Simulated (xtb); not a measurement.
B(H)(OEt)(NH2) (C₂H₈BNO), SMILES CCOBN. All values are semi-empirical tight-binding results from xtb (GFN2-xTB unless named), good for trends rather than for accurate numbers. Coordinates come from a GFN2-xTB optimisation. This is a generated structure with no PubChem entry under its InChIKey; it may be hypothetical. One conformer was computed; it need not be the lowest.

Optimised geometry:

Bond lengths (Å): B1–H2 1.181, B1–O3 1.358, B1–N11 1.396, O3–C4 1.404, C4–C5 1.527, C4–H6 1.097, C4–H7 1.098, C5–H8 1.087, C5–H9 1.087, C5–H10 1.088, N11–H12 1.003, N11–H13 1.004. Angles (°): H2–B1–O3 122.9, H2–B1–N11 120.0, O3–B1–N11 117.1, B1–O3–C4 122.4, O3–C4–C5 111.3, O3–C4–H6 106.9, O3–C4–H7 110.5, C5–C4–H6 109.9, C5–C4–H7 109.5, H6–C4–H7 108.6, C4–C5–H8 110.0, C4–C5–H9 110.1, C4–C5–H10 109.8, H8–C5–H9 109.1, H8–C5–H10 108.6, H9–C5–H10 109.2, B1–N11–H12 124.3, B1–N11–H13 121.8, H12–N11–H13 113.9.
Charge 0, spin multiplicity 1.

- orbital gap: 6.78 eV
- dipole moment: 0.43 D
- zero-point energy: 67.6 kcal/mol
- G − E(el) at 298.15 K (modified RRHO): 48.7 kcal/mol
- static polarisability (D4 model): 54.1 bohr³
- solvation energy, GFN2-xTB/ALPB(water): -4.2 kcal/mol
- solvation energy, GFN2-xTB/ALPB(hexane): -4.3 kcal/mol

Computed IR lines (harmonic; lines under 4 % of the strongest left out, lines within 3 cm⁻¹ merged):
ν (cm⁻¹): 435 (s), 551 (m), 818 (m), 941 (w), 1029 (w), 1076 (w), 1096 (w), 1152 (w), 1201 (m), 1334 (s), 1355 (vs), 1525 (s), 2529 (s), 2882 (m), 2917 (m), 3038 (m), 3045 (w) (against the strongest line: vs over 80 %, s over 45 %, m over 15 %, w over 4 %, vw less)

Computed atomic charges and the Wiberg bond orders between heavy atoms:
charges (e) B1 0.35, H2 -0.13, O3 -0.35, C4 0.08, C5 -0.11, H6 0.04, H7 0.02, H8 0.05, H9 0.04, H10 0.04, N11 -0.35, H12 0.16, H13 0.17. Bond orders B1–O3 1.15, O3–C4 0.98, C4–C5 1.01, B1–N11 1.30.
